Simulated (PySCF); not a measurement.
GeF2ClBr, SMILES [F][Ge]([F])([Cl])[Br]. Atoms are numbered in the order given.

```xyz
5

F      1.2936     0.8038    -1.3716
Ge     0.3101     0.4667     0.0000
F      1.2936     0.8038     1.3716
Cl    -1.3453     1.7950     0.0000
Br    -0.2954    -1.7119     0.0000
```
Charge 0, spin multiplicity 1.

Geometry optimised at TPSSh-D3(BJ)/def2-SVP.

Computed with PBE/def2-TZVP in PySCF.

Atomic charges (e):

| atom | Mulliken | Löwdin |
|---|---|---|
| F1 | -0.29 | [?] |
| Ge2 | 0.96 | [?] |
| F3 | -0.29 | [?] |
| Cl4 | -0.20 | [?] |
| Br5 | -0.18 | [?] |

Q: Some entries are withheld; supply them. (The exact figures need the calculation; the answer reports its results.)

A: 
- F1, Löwdin: -0.08
- Ge2, Löwdin: -0.23
- F3, Löwdin: -0.08
- Cl4, Löwdin: 0.20
- Br5, Löwdin: 0.20
